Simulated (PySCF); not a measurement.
C4H10Si.
SMILES with atom numbers: `[SiH3:1][CH2:2][CH:3]1[CH2:4][CH2:5]1` (hydrogens: H6, H7, H8 on Si1; H9, H10 on C2; H11 on C3; H12, H13 on C4; H14, H15 on C5)

Computed by this run: PySCF 2.14.0, PBE0-D3(BJ)/def2-SVP geometry optimisation, gas phase; density fitting, grid level 1; the optimiser is geomeTRIC in internal coordinates, started from a GFN2-xTB structure with every atom displaced at random (about 0.01 Å).

Step 0: E = -12173.9304 eV
```
atom  x, y, z in Å  |  force x, y, z in eV/Å
Si1     2.3809    0.1262    0.2502   -1.300   1.249  -0.720
C2      0.8117    0.8886   -0.5899    0.050  -0.748   0.848
C3     -0.3742   -0.0608   -0.5909    1.198   0.735  -0.004
C4     -1.1768   -0.1769    0.6364   -1.323  -0.837  -0.335
C5     -1.7608    0.4614   -0.6070    0.085  -0.197   0.480
H6      3.4409    1.1373    0.1887    0.537   0.273   0.017
H7      2.7691   -1.0671   -0.4650    0.335  -0.858  -0.423
H8      2.0712   -0.1688    1.6352   -0.100  -0.276   0.854
H9      1.0474    1.1729   -1.6010    0.327   0.279  -0.896
H10     0.5274    1.8136   -0.0695    0.096   0.140   0.150
H11    -0.1822   -0.9723   -1.1316   -0.022  -0.635  -0.353
H12    -1.5787   -1.1523    0.9269    0.068  -0.038  -0.040
H13    -1.0083    0.4624    1.4735    0.433   0.668   0.729
H14    -2.5244   -0.0583   -1.1597   -0.391  -0.417  -0.294
H15    -1.9035    1.5281   -0.5863    0.009   0.661  -0.012
```

Step 1: E = -12174.1000 eV
```
atom  x, y, z in Å  |  force x, y, z in eV/Å
Si1     2.3662    0.1787    0.2355   -0.153  -0.161  -0.057
C2      0.8107    0.8833   -0.5897    0.167   0.177  -0.101
C3     -0.3654   -0.0615   -0.5791   -0.013  -0.217  -0.069
C4     -1.2308   -0.1942    0.6395    0.036   0.261   0.108
C5     -1.7714    0.4621   -0.5986   -0.044   0.067   0.030
H6      3.5102    1.1403    0.1829   -0.027   0.037  -0.021
H7      2.7753   -1.0819   -0.4699    0.007   0.060   0.055
H8      2.0885   -0.1553    1.6697    0.020   0.021  -0.042
H9      1.0621    1.1809   -1.6288   -0.030  -0.062   0.160
H10     0.5414    1.8197   -0.0688    0.019  -0.011   0.005
H11    -0.2059   -0.9967   -1.1339    0.018   0.090   0.024
H12    -1.6041   -1.1805    0.9129   -0.037  -0.116   0.025
H13    -1.0077    0.4525    1.4985    0.003  -0.092  -0.091
H14    -2.5347   -0.0638   -1.1797    0.056  -0.010  -0.020
H15    -1.8948    1.5503   -0.5808   -0.021  -0.044  -0.004
```

Problem. Estimate the geometry and energy of step 2. (The exact step hangs on the optimiser's Hessian estimate; all steps are aligned on step 1, rigid shifts and turns removed.)

Solution. E = -12174.1046 eV, largest force 0.079 eV/Å
```
atom  x, y, z in Å  |  force x, y, z in eV/Å
Si1     2.3547    0.1703    0.2325   -0.016  -0.051  -0.004
C2      0.8129    0.8886   -0.5882    0.023   0.072  -0.024
C3     -0.3632   -0.0583   -0.5785   -0.023  -0.037  -0.016
C4     -1.2273   -0.1895    0.6419   -0.022   0.005  -0.001
C5     -1.7712    0.4614   -0.5978   -0.001   0.022   0.030
H6      3.4928    1.1390    0.1731    0.003   0.014  -0.004
H7      2.7682   -1.0883   -0.4654    0.005   0.006   0.012
H8      2.0808   -0.1568    1.6663    0.007   0.005   0.000
H9      1.0662    1.1834   -1.6224   -0.003  -0.013   0.014
H10     0.5499    1.8250   -0.0649    0.005  -0.014   0.010
H11    -0.1996   -0.9896   -1.1338    0.013   0.013  -0.005
H12    -1.5947   -1.1822    0.9153   -0.007   0.010   0.008
H13    -1.0023    0.4541    1.4984    0.013  -0.013  -0.009
H14    -2.5251   -0.0707   -1.1842    0.014  -0.017  -0.002
H15    -1.9026    1.5476   -0.5822   -0.010  -0.003  -0.009
```

The energy changes by -0.0046 eV. The first-order estimate −F·Δx gives -0.0080 eV and the mean of the old and new forces, exact on a quadratic surface, -0.0046 eV. The step makes an angle of 70° with the force vector and moves no atom by more than 0.020 Å.

The cost below is that of the whole optimisation. The run took 23 s wall on an Arm Neoverse V2 with one thread, shared host with 192 logical CPUs at a one-minute load of 23, and the process peaked at 0.49 GiB of memory.
